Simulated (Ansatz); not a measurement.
`C[O][InH][Br]` + NH₃ → `[NH2][InH][Br]` + CH₃OH at 500 K and 1 bar (ligand exchange at the In–O bond).

Computed with Ansatz on PBE0-D4/def2-TZVP structures; ΔE is electronic, products minus reactants. CBS: MP2 limit from def2 TZ/QZ plus the TZ coupled-cluster correction, frozen cores. This one scheme is used for every species. def2 core potentials past Kr. For Br, In outer-core shells are correlated without core-valence functions, which leaves a few kJ/mol of doubt a bond. Scalar relativity is left out up to krypton. Each species was taken in one conformer, which may not be the lowest.

| species | CCSD(T)/CBS energy (Eh) | H − E (kJ/mol) | S (J/(mol·K)) |
| --- | --- | --- | --- |
| `C[O][InH][Br]` | -2878.81206 | 168.1 | 422.1 |
| NH₃ | -56.50880 | 108.2 | 211.8 |
| `[NH2][InH][Br]` | -2819.69701 | 118.8 | 378.7 |
| CH₃OH | -115.61712 | 157.0 | 265.4 |

H − E and S are ideal-gas, rigid-rotor, harmonic terms from PBE0-D4/def2-TZVP, for one conformer and one mirror image of each species. 1 Eh = 2625.50 kJ/mol, R = 8.31446 J/(mol·K).

By hand: ΔE, ΔH, ΔS and ΔG.

ΔE = (-2819.69701) + (-115.61712) − (-2878.81206) − (-56.50880) = 0.00673 Eh = 17.7 kJ/mol. Δ(H − E) = 118.8 + 157.0 − 168.1 − 108.2 = -0.5, so ΔH = 17.2 kJ/mol. ΔS = 378.7 + 265.4 − 422.1 − 211.8 = 10.2 J/(mol·K). ΔG = 17.2 − 500 × (10.2)/1000 = 12.1 kJ/mol.

By hand: the equilibrium constant, and the temperature at which ΔG would vanish if ΔH and ΔS stayed fixed.

log₁₀ K = −ΔG/(RT ln 10) = -1.3. ΔG = 0 at ΔH/ΔS = 1686 K, though so small a ΔS makes that figure unsure.

The number of gas molecules stays the same, so ΔS is small and ΔH decides. A doubt of 5 kJ/mol in ΔE shifts log₁₀ K by 0.5 here. Other conformers and mirror images would add mixing entropy, several J/(mol·K) or more a flexible species. These are equilibria of isolated gas molecules and say nothing of rates. Largest T1 diagnostic: 0.014 (customary marks: 0.02 for closed shells, 0.045 for open ones).
